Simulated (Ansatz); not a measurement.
A nudged elastic band was laid between two geometries of AsB$_{2}$H$_{6}$N (10 atoms, charge 0, multiplicity 1).

Level of theory: RKS PBE0/def2-mTZVP (Ansatz 0.2.0).

| Quantity | Value |
| --- | --- |
| movable images | 7 |
| climbing image | yes |
| spring | 5.0 eV/Å² |
| optimiser | quadratic models (default) |
| start path | through a guess of the saddle point |
| force threshold | 0.05 eV/Å |
| iteration limit | 60 |
| end points | relaxed |

Initial state:

```xyz
10
Properties=species:S:1:pos:R:3
B -1.572 0.504 -0.622
As -0.151 -0.297 0.430
B 0.904 -1.554 -0.606
N 0.948 0.899 1.321
H -2.165 -0.216 -1.362
H -1.870 1.647 -0.468
H 2.080 -1.619 -0.446
H 0.302 -2.283 -1.328
H 0.595 1.085 2.253
H 1.012 1.784 0.831
```

Final state:

```xyz
10
Properties=species:S:1:pos:R:3
B -1.688 0.485 -0.681
As -0.252 -0.214 0.421
B 0.897 -1.439 -0.550
N 0.626 1.161 1.299
H -2.238 -0.292 -1.395
H -2.029 1.618 -0.565
H 2.072 -1.454 -0.351
H 0.367 -2.205 -1.291
H 0.816 0.908 2.262
H 1.512 1.381 0.856
```

**Question.** Which bonds break or form, and what moves?

**Answer.** No bond is made or broken. The height of N4 over the plane of its neighbours goes from -0.39 to 0.39 Å. The two ends are copies of one structure, up to a mirror image or an exchange of like atoms.

**Question.** What energy profile does the band end with?

**Answer.** It converged. The highest image is number 6 of 0 to 8, 0.115 eV above the ends, which have the same energy within 2 meV. A vibrational analysis at the climbing image gives one clearly imaginary mode, 555i cm⁻¹: a first-order saddle point.

```tsv
image	path coordinate (Å)	energy (eV)	height of N4 over the plane of its neighbours (Å)
0	0.00	0.000	-0.39
1	0.10	0.001	-0.38
2	0.20	0.006	-0.36
3	0.30	0.022	-0.31
4	0.40	0.058	-0.22
5	0.49	0.098	-0.11
6	0.59	0.115	0.00
7	0.86	0.029	0.28
8	1.13	0.000	0.39
```

**Question.** What is the geometry of the highest image?

**Answer.** 
```xyz
10
Properties=species:S:1:pos:R:3:forces:R:3
B -1.641 0.488 -0.656 0.01 -0.01 0.01
As -0.210 -0.269 0.420 -0.01 0.00 -0.02
B 0.892 -1.507 -0.593 0.00 0.00 0.01
N 0.753 0.979 1.314 0.00 0.00 -0.02
H -2.214 -0.254 -1.391 0.00 0.00 0.00
H -1.957 1.626 -0.513 -0.01 0.00 0.00
H 2.067 -1.547 -0.409 0.00 -0.01 0.00
H 0.329 -2.250 -1.334 0.00 0.01 0.01
H 0.728 1.032 2.316 0.01 0.00 0.00
H 1.335 1.652 0.849 0.00 0.00 0.01
```

**Question.** What are the harmonic wavenumbers there?

**Answer.** 555i, 60, 151, 180, 229, 376, 450, 622, 636, 680, 722, 738, 875, 904, 914, 1147, 1160, 1599, 2608, 2616, 2719, 2722, 3641, 3767 cm⁻¹.

The run took 3.9 min on 2 threads of Arm Neoverse V1 (shared host), peak memory 0.25 GiB.
